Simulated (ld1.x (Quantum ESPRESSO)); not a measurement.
**germanium (Ge), TM: configuration errors across variants**

```json
{
 "Element": "germanium",
 "Generator": "ld1.x (Quantum ESPRESSO) 7.5",
 "Type": "norm-conserving Troullier–Martins (Kleinman–Bylander form)",
 "Functional": "PBE",
 "Relativity": "scalar-relativistic",
 "Frozen core": "[Ar] 3d10",
 "Valence charge": "4",
 "Reference configuration": "4s2 4p0 (charge +2)",
 "Partial waves": "4s (bound): rc 1.20 bohr; 4p (bound, empty): rc 1.60 bohr",
 "Local potential": "the p channel",
 "Core correction": "Bessel-smoothed model core, default radius (core density twice the valence density)"
}
```

All-electron excitation energies from the reference (eV): (1) 4s2 4p2 -22.883; (2) 4s2 4p1 -15.439; (3) 4s1 4p0 34.791; (4) 4s2 4p1.5 -20.081; (5) 4s0 4p4 -6.688; (6) 4s1 4p3 -14.911; (7) 4s2 4p2.3 -23.767.

A true bound ghost makes a file unfit for plane-wave use even where its test errors are small: the radial tests pick states by their node count and pass the ghost by.

Errors AE − PS in meV (a dash: test not solved or not reliable):

| change | (1) | (2) | (3) | (4) | (5) | (6) | (7) | bound ghosts |
| --- | --- | --- | --- | --- | --- | --- | --- | --- |
| base | -34 | -16 | -104 | -27 | -34 | -17 | -36 | s |
| all radii but the core radius scaled by about 0.86 (s 1.04, p 1.38 bohr) | -28 | -14 | -110 | -23 | -75 | -26 | -29 | s |
| all radii but the core radius scaled by about 1.14 (s 1.36, p 1.82 bohr) | -41 | -18 | -105 | -31 | -23 | -15 | -44 | none |
| all radii but the core radius scaled by about 1.21 (s 1.46, p 1.94 bohr) | -41 | -18 | -104 | -32 | -19 | -14 | -44 | none |
| all radii but the core radius scaled by about 1.40 (s 1.68, p 2.24 bohr) | -38 | -18 | -100 | -30 | -7.2 | -10 | -41 | s |

(1) Give the same row for: all radii but the core radius scaled by about 0.78 (s 0.94, p 1.24 bohr).

Results:

(1) -7.6, -7.1, -103, -9.2, +80, +30, -5.6; bound ghosts: s.
